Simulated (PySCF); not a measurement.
Si(I)(Me)3, C3H9ISi, SMILES C[Si](C)(I)C at its CAM-B3LYP/def2-SVP optimised geometry (Å):

```
14

C     -0.9739    -2.0522     1.5469
Si    -0.4144    -1.1590     0.0000
C     -0.9746     0.6270     0.0000
C     -0.9754    -2.0520    -1.5465
I      2.0760    -1.1590     0.0000
H     -2.0753    -2.0778     1.5889
H     -0.6060    -3.0885     1.5628
H     -0.6079    -1.5466     2.4525
H     -0.6077     1.1590     0.8899
H     -0.6083     1.1588    -0.8903
H     -2.0760     0.6756     0.0003
H     -2.0768    -2.0760    -1.5880
H     -0.6092    -1.5471    -2.4524
H     -0.6090    -3.0889    -1.5623
```

Method: CAM-B3LYP/def2-TZVP, def2 effective core potentials past Kr in PySCF 2.14.0. The core electrons that the potentials of I replace are not part of the density.

Map of the electron localisation function on the plane z = 0.6 Å:

```
|000000000000000000000000000|
|000000000000000000000000000|
|000000000000000000000000000|
|000000000000000000000000000|
|000000000000000000000000000|
|000000000000000000000000000|
|000000000012210000000000000|
|000000000257752000000000000|
|000013322489984000000000000|
|000058864699995000011000000|
|000289986699984000234310000|
|000389997679861002566542000|
|000279997557640015778764100|
|000026764578741146888875200|
|000000112477632367667876310|
|000000000231013675223676310|
|000000001330004773242476410|
|000000013672014674232476410|
|000002334798643566334776310|
|000013444688852257778876310|
|000013432356520136788875200|
|000001211234310015777753100|
|000000000134310002566531000|
|000000000135410000233210000|
|000000000023310000000000000|
|000000000001100000000000000|
|000000000000000000000000000|
```
Scale: ten equal steps from 0.000 (start of '0') to 0.991 (end of '9'), in the order '0123456789'; x runs from -4.50 to 4.50, y from -4.50 (bottom) to 4.50 (top).
